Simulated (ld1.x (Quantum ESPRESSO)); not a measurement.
## gallium (Ga): one change to an ultrasoft potential, before and after

Ga, ultrasoft, made with ld1.x (Quantum ESPRESSO) 7.5 (PBE, fully relativistic). Core [Ar] 3d10, reference 4s1.75 4p1.25. Waves: 4s (bound): rcut 1.55, rcutus 1.90 bohr; 4s channel at 4.05 Ry: rcut 1.55, rcutus 1.90 bohr; 4p (bound): rcut 1.75, rcutus 1.95 bohr; 4p channel at 2.25 Ry: rcut 1.75, rcutus 1.95 bohr; 4d channel at -0.05 Ry: rcut 1.65, rcutus 1.85 bohr. Local part: all-electron potential smoothed inside 1.80 bohr (lloc = -1). Core correction: Bessel-smoothed model core inside 1.50 bohr. Augmentation charge: PSQ, inside the norm-conserving radii.

Open shells are filled in proportion to 2j + 1 (rel_dist='average').

Change: core correction none.

Cutoffs: the cutoffs (Ry, on a coarse ladder) from which the occupation-weighted sum of valence levels, in a spherical-Bessel basis at the reference potential, stays within 10 and 1 mRy of its value at 400 Ry; they do not see the model core or the augmentation charge, which bear on the density cutoff. Errors are all-electron minus pseudo energies relative to the spin-unpolarised reference configuration.

Question: How do hardness, ghosts and transferability respond?

Answer: Both files are so soft that the ladder of cutoffs tells neither apart; both files keep a bound ghost (d); of the 7 tests that both files solve, the error grows in 3 and shrinks in 3 by more than 15 % and 0.3 meV (median size 9.3 → 14.3 meV).

| quantity | base | changed |
| --- | --- | --- |
| cutoff, loose | 8 Ry | 8 Ry |
| cutoff, tight | 10 Ry | 10 Ry |
| bound ghosts | d5/2, d3/2 | d5/2, d3/2 |
| error for 4s2 4p1, meV [ΔE -1.60 eV] | -1.0 | +1.2 |
| error for 4s2 4p0, meV [ΔE 4.09 eV] | -6.5 | +20 |
| error for 4s1 4p0, meV [ΔE 25.21 eV] | -166 | +50 |
| error for 4s0 4p3, meV [ΔE 11.76 eV] | -50 | +104 |
| error for 4s2 4p1.3, meV [ΔE -2.14 eV] | -1.8 | 0.0 |
| error for 4s1 4p2, meV [ΔE 4.93 eV] | -9.3 | +14 |
| error for 4s1 4p1, meV [ΔE 11.46 eV] | -39 | +1.2 |
| s: phases at 2.14 bohr within 0.05 rad from the reference energy up to (Ry; the scan ends near 5) | to the end of the scan | to the end of the scan |
| p1/2: phases at 2.14 bohr within 0.05 rad from the reference energy up to (Ry; the scan ends near 5) | to the end of the scan | to the end of the scan |
| p3/2: phases at 2.14 bohr within 0.05 rad from the reference energy up to (Ry; the scan ends near 5) | to the end of the scan | to the end of the scan |
| d3/2: phases at 2.14 bohr within 0.05 rad from the reference energy up to (Ry; the scan ends near 5) | 0.8 | 0.8 |
| d5/2: phases at 2.14 bohr within 0.05 rad from the reference energy up to (Ry; the scan ends near 5) | 0.8 | 0.8 |
| lowest overlap eigenvalue by channel | s 0.58, p1/2 0.61, p3/2 0.61, d3/2 0.08, d5/2 0.09 | s 0.58, p1/2 0.61, p3/2 0.61, d3/2 0.08, d5/2 0.09 |

 A true bound ghost makes a file unfit for plane-wave use even where its test errors are small: the radial tests pick states by their node count and pass the ghost by.
